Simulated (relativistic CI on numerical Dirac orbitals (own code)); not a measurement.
**Radial parameters of I³⁸⁺**

Method of calculation: Dirac-Coulomb-Breit CI, separate exchange-only KLI orbitals for each configuration, model QED, unscaled Slater integrals (own radial code, finite nucleus).

Slater integrals F^k, G^k are unscaled and averaged over j, outside the closed core [Ne]; ζ comes from projecting the Hamiltonian with its Breit term on Σ l·s of the shell.

- 3s²3p³: F^2(3p,3p) = 361010, ζ(3p) = 396770 cm⁻¹; <r>(3p) = 0.2736, <r^2>(3p) = 0.08639 (bohr units).
- 3s3p⁴: F^2(3p,3p) = 360780, G^1(3s,3p) = 454900, ζ(3p) = 396610 cm⁻¹; <r>(3s) = 0.2821, <r^2>(3s) = 0.09066, <r>(3p) = 0.2737, <r^2>(3p) = 0.0865 (bohr units).
- 3s²3p²3d: F^2(3p,3p) = 360650, ζ(3p) = 396260, F^2(3p,3d) = 362870, G^1(3p,3d) = 379290, G^3(3p,3d) = 255950, ζ(3d) = 52553 cm⁻¹; <r>(3p) = 0.2739, <r^2>(3p) = 0.08657, <r>(3d) = 0.2419, <r^2>(3d) = 0.0675 (bohr units).

Averages of the first 10 configurations, taken without configuration mixing, which lowers the lowest level and can move excited configurations by several eV; other configurations of the list can lie among them:

```json
{"Configuration": "3s²3p³", "Parity": "odd", "States": "20", "Average energy above the lowest level (eV)": "79.6"}
{"Configuration": "3s3p⁴", "Parity": "even", "States": "30", "Average energy above the lowest level (eV)": "244.0"}
{"Configuration": "3s²3p²3d", "Parity": "even", "States": "150", "Average energy above the lowest level (eV)": "268.3"}
{"Configuration": "3p⁵", "Parity": "odd", "States": "6", "Average energy above the lowest level (eV)": "423.9"}
{"Configuration": "3s3p³3d", "Parity": "odd", "States": "400", "Average energy above the lowest level (eV)": "426.0"}
{"Configuration": "3p⁴3d", "Parity": "even", "States": "150", "Average energy above the lowest level (eV)": "599.3"}
{"Configuration": "3s3p²3d²", "Parity": "even", "States": "1350", "Average energy above the lowest level (eV)": "614.0"}
{"Configuration": "3s²3p3d4p", "Parity": "even", "States": "360", "Average energy above the lowest level (eV)": "1527.2"}
{"Configuration": "3p⁴4s", "Parity": "even", "States": "30", "Average energy above the lowest level (eV)": "1607.1"}
{"Configuration": "3s3p²3d4s", "Parity": "even", "States": "600", "Average energy above the lowest level (eV)": "1613.0"}
```
